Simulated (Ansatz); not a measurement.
Reaction (hydrogenolysis of a C–F bond): `FC1([SiH3])BO1` + H₂ → `[SiH3]C1BO1` + H–F

Computed with Ansatz on PBE0-D4/def2-TZVP structures; ΔE is electronic, products minus reactants. CCSD(T)/CBS adds triple-zeta CCSD(T) − MP2 to the extrapolated MP2 energy (def2 sets, frozen cores). This one scheme is used for every species. DFT in def2-TZVPP. B3LYP here is the variant with VWN-RPA as its local correlation; programs differ in this.

```
             level  ΔE (kJ/mol)  difference from CCSD(T)/CBS
       LDA (SPW92)        -75.3                         22.4
           BLYP-D4        -75.1                         22.6
            B97M-V        -86.4                         11.3
          B3LYP-D4        -83.4                         14.3
        r2SCAN0-D4        -89.0                          8.7
          BHLYP-D4        -90.9                          6.8
               PBE        -80.6                         17.1
            revPBE        -82.4                         15.3
            r2SCAN        -80.3                         17.4
             BHLYP        -92.6                          5.1
      MP2/def2-SVP        -84.5                         13.2
     CCSD/def2-SVP        -83.6                         14.1
    MP2/def2-TZVPP       -101.2                         -3.5
   CCSD/def2-TZVPP        -98.9                         -1.2
CCSD(T)/def2-TZVPP        -95.4                          2.3
     MP2/CBS(def2)       -103.5                         -5.8
       CCSD(T)/CBS        -97.7                            0
```

(1) What do rigid-rotor, harmonic-oscillator terms from PBE0-D4/def2-TZVP frequencies (298.15 K, 1 bar) make of the CCSD(T)/CBS value? (Estimate.)

Largest T1 diagnostic among the species: 0.016.

Answers

(1) Ansatz gave: ΔZPE = +18.9 kJ/mol, ΔH = -80.6 kJ/mol, ΔS = 25 J/(mol·K), ΔG = -88.1 kJ/mol.

From PBE to PBE0 (25 % exact exchange), in def2-TZVPP and without D4, ΔE moves by −9.8 kJ/mol. Leaving LDA and LC-ωPBE aside and taking each functional with its dispersion term where it has one, the values, not all of them listed here, spread over 22.5 kJ/mol, from PBE-QIDH to BLYP-D4. LDA lies +5.3 kJ/mol from PBE without D4. At CCSD(T), def2-SVP lies +18.1 kJ/mol from the extrapolated value and def2-TZVPP +2.3 kJ/mol.
